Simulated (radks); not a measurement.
Task: Species: the silver ion Ag28+. Configuration: [Ar] 3d1 (the NIST ground configuration). All-electron calculation, Dirac Kohn-Sham, relativistic LDA (MacDonald-Vosko exchange, VWN5 correlation), spin-unpolarised, spherical densities, finite nucleus; open shells fill j = l - 1/2 first; Fermi nuclear charge, rms radius 4.5454 fm. Program: a radial shooting solver on a logarithmic mesh with Libxc functionals. Some entries of the table are withheld. Estimate them.

orbital,occ.,eigenvalue (eV),r(max) (bohr)
1s1/2,2,-26488.67,0.02024
2s1/2,2,(1),0.1141
2p1/2,2,-4758.434,(2)
2p3/2,4,-4582.494,(3)
3s1/2,2,-1772.185,0.3159
3p1/2,2,(4),0.2995
3p3/2,4,(5),0.3076
3d3/2,1,(6),0.2444
3d5/2,0,(7),0.2466

Result: 
(1) 2s1/2 eigenvalue (eV): -5006.058
(2) 2p1/2 r(max) (bohr): 0.08811
(3) 2p3/2 r(max) (bohr): 0.09230
(4) 3p1/2 eigenvalue (eV): -1680.479
(5) 3p3/2 eigenvalue (eV): -1640.832
(6) 3d3/2 eigenvalue (eV): -1496.670
(7) 3d5/2 eigenvalue (eV): -1487.702
